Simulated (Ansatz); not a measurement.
Consider the ligand exchange at the Si–S bond: `BO[SiH2]S[SiH3]` + `[NH2][Al]([NH2])[F]` → `[NH2][Al]([F])[NH][SiH3]` + `BO[SiH2]S`.

Computed with Ansatz on PBE0-D4/def2-TZVP structures; ΔE is electronic, products minus reactants. CCSD(T)/CBS adds triple-zeta CCSD(T) − MP2 to the extrapolated MP2 energy (def2 sets, frozen cores). This one scheme is used for every species. DFT in def2-TZVPP. One conformer a species, not always the lowest.

```json
{"level": "ωB97X-V", "ΔE (kJ/mol)": "5.0"}
{"level": "ωB97M-V", "ΔE (kJ/mol)": "5.3"}
{"level": "B2PLYP", "ΔE (kJ/mol)": "0.6"}
{"level": "CCSD/CBS(def2)", "ΔE (kJ/mol)": "4.2"}
```

Question: What does CCSD(T)/CBS give? (An estimate is asked.)

Answer: Computed: +6.2 kJ/mol. The listed levels differ from it by -1.2, -0.9, -5.6, -2.0 kJ/mol.

Largest T1 diagnostic among the species: 0.013.

The D4 term adds +6.2 kJ/mol with B3LYP and +3.3 kJ/mol with PBE0; it sums over pairs of atoms, weighted by their polarisabilities, and B3LYP, whose exchange is more repulsive, gets the larger term. In def2-TZVPP, CCSD(T) changes the Hartree–Fock value by +8.9 kJ/mol (the triples alone add +2.0 kJ/mol) and MP2 by +12.7 kJ/mol.

B3LYP here is the variant with VWN-RPA as its local correlation; programs differ in this.
